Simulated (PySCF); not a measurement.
## C₆ coefficients of unlike pairs at B3LYP

Calculated with PySCF 2.14 from the dipole response of each species, C₆(A,B) = (3/π) ∫ α_A(iu) α_B(iu) du, in atomic units, from isotropic polarisabilities. For ions this is the dispersion term alone; charge-induced terms of lower order in 1/R come first.

| species | configuration | basis | relativity | α (bohr³) | C₆ (like pair) |
| --- | --- | --- | --- | --- | --- |
| Ga | [Ar] 3d10 4s2 4p1 (2P) | def2-QZVPPD (12s7p5d4f1g) | none | 58.24 | 488.9 |
| Mo(3+) | [Kr] 4d3 (4F) | aug-cc-pVDZ-PP with ECP28MDF (5s5p4d2f) | core potential | 5.774 | 25.40 |
| Zr(3+) | [Kr] 4d1 (2D) | aug-cc-pVTZ-DK (9s8p6d3f2g) | spin-free X2C | 5.641 | 22.84 |

Estimate C₆ for Mo(3+) with Ga.

The integral gives 87.75. The combination rule 2 C_A C_B / (C_A α_B/α_A + C_B α_A/α_B) gives 81.52 and the geometric mean 111.4.

No spin-orbit coupling is included.

The other pairs:

```json
{"pair": "Zr(3+), Mo(3+)", "C₆": "24.08"}
{"pair": "Zr(3+), Ga", "C₆": "84.15"}
```
